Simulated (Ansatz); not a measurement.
Basis sets compared for the cluster Al5As5⁻ (the lowest doublet isomer of a short search). Total charge -1; doublet. Geometry r2SCAN-D4/def2-SVP. Ansatz on 4 threads of Intel Xeon Platinum 8488C on a shared host; times are rough, and most runs start from earlier orbitals.

Cartesian coordinates in Å:
```
Al -0.7318 0.8254 2.2377
Al 1.8948 0.6859 1.0405
Al -2.4240 -0.5021 0.3280
Al 1.7382 0.2499 -1.7091
Al -0.6074 -1.2573 -1.7880
As -2.8833 1.3780 1.5931
As 3.4118 1.3802 -0.5565
As 0.7133 -0.6648 -3.5864
As 1.2573 0.3775 3.2743
As -2.3687 -2.4726 -0.8337
```

The 6-31G sets use Cartesian d functions. At HF/STO-3G the highest occupied level of the charge -1 doublet lies above zero (up to 2.45 eV). In Hartree–Fock with STO-3G the lack of diffuse functions raises the level. The structure comes from a short search, and lower isomers may exist.

```csv
level,functions,energy (Eh),HOMO (eV),LUMO (eV),wall time
HF/STO-3G,135,-12241.4481,2.45,8.21,6 s
HF/6-31G,210,-12378.9282,-3.47,1.65,20 s
PBE-D4/def2-SVP,250,-12387.8144,-1.27,-0.91,8 s
```

(1) Estimate the rows for PBE-D4/def2-SVPD.

Answers

(1) 
```json
{"level": "PBE-D4/def2-SVPD", "functions": "310", "energy (Eh)": "-12387.8319", "HOMO (eV)": "-1.42", "LUMO (eV)": "-1.04", "wall time": "13 s"}
```
